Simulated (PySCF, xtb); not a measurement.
C₃H₆BNO, SMILES C=C1CNB1O.

GFN2-xTB (xtb) at its own geometry gives an orbital gap of 4.32 eV and a dipole moment of 2.46 D.

Coordinates come from a r2SCAN-D4/def2-SVP optimisation. This is a generated structure with no PubChem entry under its InChIKey; it may be hypothetical. The values are those of a single conformer.

What does PBE/def2-TZVP (PySCF) give? (The exact figures need the calculation; the answer reports its results.)

gap 4.61 eV (levels -5.93 and -1.32 eV), dipole 2.45 D.
